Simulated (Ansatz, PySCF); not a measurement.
This Ansatz (an electronic-structure program) input computes a r2SCAN/def2-TZVPD energy:

Ansatz 0.2 input:
```yaml
crystal:
  periodic: [false, false, false]
  atoms:
    - {symbol: C, position_ang: [1.11914847, -0.28445832, -0.18134208]}
    - {symbol: F, position_ang: [1.83948772, 0.65057113, 0.42508283]}
    - {symbol: C, position_ang: [-0.35602499, -0.13675138, -0.07468208]}
    - {symbol: F, position_ang: [-0.76469360, -0.06961338, 1.20373271]}
    - {symbol: F, position_ang: [-0.81253145, 0.98138677, -0.68688334]}
    - {symbol: F, position_ang: [-0.94800045, -1.19153484, -0.66042884]}
    - {symbol: H, position_ang: [1.59289906, -0.81002884, -0.99738534]}
basis:
  gaussian:
    orbitals: def2-TZVPD
hamiltonian:
  xc: {name: r2SCAN}
magnetization: {spin_polarized: true, initial_magnetization: 1}
output: {forces: true}
```

Question: Write an input for the same energy in PySCF and say what it gives.

Answer: 
```python
from pyscf import gto, scf, dft

mol = gto.M(
    atom='''
    C     1.11914847   -0.28445832   -0.18134208
    F     1.83948772    0.65057113    0.42508283
    C    -0.35602499   -0.13675138   -0.07468208
    F    -0.76469360   -0.06961338    1.20373271
    F    -0.81253145    0.98138677   -0.68688334
    F    -0.94800045   -1.19153484   -0.66042884
    H     1.59289906   -0.81002884   -0.99738534
    ''',
    basis='def2-tzvpd',
    charge=0,
    spin=1,
    verbose=4,
)

mf = dft.UKS(mol, xc='r2scan').density_fit(auxbasis='def2-universal-jkfit')
mf.grids.level = 4
mf.conv_tol = 1e-9
mf.max_cycle = 100
mf.max_memory = 1500
mf.kernel()
if not mf.converged:
    mf = mf.newton()
    mf.kernel(mf.make_rdm1())
for _ in range(2):
    mo, _, stable, _ = mf.stability(return_status=True)
    if stable:
        break
    mf.kernel(mf.make_rdm1(mo, mf.mo_occ))
mf.analyze()
```
It gives -476.13515 Eh, and Ansatz -476.13504 Eh, a difference of 0.11 mEh, from the treatment of integrals and grids.

It need not be the lowest isomer of its formula.
